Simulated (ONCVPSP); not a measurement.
**Before and after: ONCV potential for tantalum**

- Element: tantalum
- Generator: ONCVPSP 4.0.1
- Type: optimised norm-conserving Vanderbilt (ONCV)
- Functional: PBEsol
- Relativity: fully relativistic
- Frozen core: [Xe] 4f14
- Valence charge: 5
- Reference configuration: 5d3 6s2
- Partial waves: 6s: rc 2.65 bohr, ncon 3, nbas 7, qcut 2.5 1/bohr, local; p scattering state at 0.06 Ha: rc 2.65 bohr, ncon 4, nbas 7, qcut 2.6 1/bohr, 2 projectors, debl 3.4 Ha; 5d: rc 2.95 bohr, ncon 4, nbas 9, qcut 5.9 1/bohr, 1 projector
- Local potential: the s channel
- Core correction: Teter function fitted to the true core (icmod 2), fcfact 0.45

Open shells are filled in proportion to 2j + 1.

In the p channel the program set the typed energies aside and used 0.050, 3.450 Ha (j = l + 1/2; the other j can differ).

Change: core correction none.

Cutoffs: the cutoffs (Ha) at which the residual kinetic energy of the hardest occupied pseudo-wave falls to 1 and 0.1 mHa per electron; they do not see the model core or the augmentation charge, which bear on the density cutoff. Errors are all-electron minus pseudo energies relative to the spin-unpolarised reference configuration.

What does the change do?

The potential gets neither clearly harder nor softer (11 Ha and 13 Ha → 11 Ha and 13 Ha); of the 4 tests that both files solve, the error grows in 1 and shrinks in 3 by more than 15 % and 0.3 meV (median size 11.3 → 3.9 meV); neither file shows a bound ghost.

| quantity | base | changed |
| --- | --- | --- |
| cutoff, loose | 11 Ha | 11 Ha |
| cutoff, tight | 13 Ha | 13 Ha |
| bound ghosts | none | none |
| GHOST(+) flags under 300 eV | none | none |
| error for 5d3 6s1, meV [ΔE 8.51 eV] | -0.6 | -3.6 |
| error for 5d3 6s0, meV [ΔE 23.49 eV] | -11 | +4.2 |
| error for 5d2 6s0, meV [ΔE 47.09 eV] | -173 | -11 |
| error for 5d3 6s0 6p2, meV [ΔE 8.59 eV] | -12 | -1.0 |
| s: phases at 2.69 bohr within 0.05 rad from the reference energy up to (Ha; the scan ends near 5) | 1.2 | 1.2 |
| p3/2: phases at 2.69 bohr within 0.05 rad from the reference energy up to (Ha; the scan ends near 5) | 3.8 | 3.8 |
| p1/2: phases at 2.69 bohr within 0.05 rad from the reference energy up to (Ha; the scan ends near 5) | 3.7 | 3.7 |
| d5/2: phases at 2.99 bohr within 0.05 rad from the reference energy up to (Ha; the scan ends near 5) | 0.4 | 0.4 |
| d3/2: phases at 2.99 bohr within 0.05 rad from the reference energy up to (Ha; the scan ends near 5) | 0.4 | 0.4 |

Base: The cutoffs count occupied waves only; projector 2 of the p channel, the hardest unoccupied one, needs 30 Ha at the loose tolerance. These tests converged, but a pseudo level misses the all-electron one widely, so the file describes the atom poorly there or has found another state: 5d3 6s0 6p2: empty 6s by 11.1 eV. Changed file: The cutoffs count occupied waves only; projector 2 of the p channel, the hardest unoccupied one, needs 30 Ha at the loose tolerance. These tests converged, but a pseudo level misses the all-electron one widely, so the file describes the atom poorly there or has found another state: 5d3 6s0 6p2: empty 6s by 11.1 eV.
